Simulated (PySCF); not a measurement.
# Property card for `C#CC1=C[C@@H](C)[Si@@H](O)C1`

C7H10OSi.
Structure used (PBE0-D3(BJ)/def2-SVP), in Å, numbered top down from 1:
```xyz
19
C7H10OSi angstrom
C      3.800   -0.487   -0.933
C      2.675   -0.326   -0.503
C      1.357   -0.184    0.023
C      0.584    0.897   -0.226
C     -0.796    0.987    0.367
C     -1.860    1.440   -0.633
Si    -1.010   -0.767    1.073
O     -1.927   -1.748    0.079
C      0.792   -1.279    0.908
H      4.794   -0.618   -1.318
H      0.957    1.707   -0.864
H     -0.772    1.707    1.209
H     -2.844    1.549   -0.151
H     -1.606    2.415   -1.080
H     -1.966    0.714   -1.454
H     -1.568   -0.787    2.461
H     -2.880   -1.635    0.111
H      0.920   -2.275    0.454
H      1.315   -1.305    1.880
```

Structural features include: alkyne, C=C double bond, Si–H bond and C–Si bond.

PBE0-D3(BJ)/def2-SVP geometry optimisation, gas phase (PySCF):

- Point group: C1
- Rotational constants A, B, C: 2.368, 0.938, 0.758 GHz

wB97X-D/def2-SVPD ground state, ΔSCF and vertical TDDFT (core frozen in the response) (PySCF):

* Dipole moment: 1.87 D
* HOMO energy: -8.43 eV
* LUMO energy: 1.01 eV
* HOMO–LUMO gap: 9.44 eV
* Lowest singlet excitation: 5.49 eV (226 nm, f = 0.328)
* Strongest line among the 10 lowest singlet transitions: S1 at 5.49 eV (226 nm, f = 0.328)
* Lowest triplet excitation (Tamm–Dancoff): 3.46 eV
* Static isotropic polarisability: 111.6 au
* Vertical ionisation energy: 8.48 eV
* Electronic spatial extent ⟨r²⟩ about the centre of nuclear charge: 1571 bohr²

**HF/pcSseg-1 ground state and GIAO shieldings, non-relativistic (PySCF)**

* 13C chemical shifts (computed TMS as zero) by class: 158.2 (C4), 129.5 (C3), 90.1 (C1), 78.3 (C2), 20.7 (C5), 18.7 (C9), 14.0 (C6) ppm
* 1H chemical shifts (computed TMS as zero) by class: 6.34 (H11), 4.70 (H16), 3.62 (H10), 1.47 (H18), 1.34 (H19), 1.19 (H17), 1.14 (H13/H14/H15), 1.12 (H12) ppm
* Isotropic shieldings of nuclei other than C and H, by class: 323 (O8), 382 (Si7) ppm

Monoisotopic mass (most abundant isotopes): 138.0501 u.

S1 lies 3.95 eV below the HOMO–LUMO gap; its leading configuration is HOMO→LUMO, weight 0.86. The rotational constants make it an asymmetric top with κ = (2B − A − C)/(A − C) = -0.78, nearer the prolate limit (−1). The ΔSCF ionisation energy exceeds −ε(HOMO) by 0.05 eV with wB97X-D. The polarisability is 16.53 Å³ as a volume (1 au = 0.148185 Å³), or 1.51 au for each of the 74 electrons. The largest Löwdin shares of the HOMO are 0.23 on C4, 0.20 on C1, 0.20 on C3 and 0.16 on C2. The vertical singlet–triplet gap S1 − T1 is 2.03 eV (TDDFT singlet less Tamm–Dancoff triplet; S1: HOMO→LUMO, weight 0.86; T1: HOMO→LUMO, weight 0.90). The 10 singlets span 5.49 to 7.65 eV, and their oscillator strengths add up to 0.54.

 NMR classes are plain means over equivalent atoms (diastereotopic ones count apart unless rotation or inversion swaps them), as if these changed places fast; in this geometry the members of some classes differ.

One conformer stands for the species.
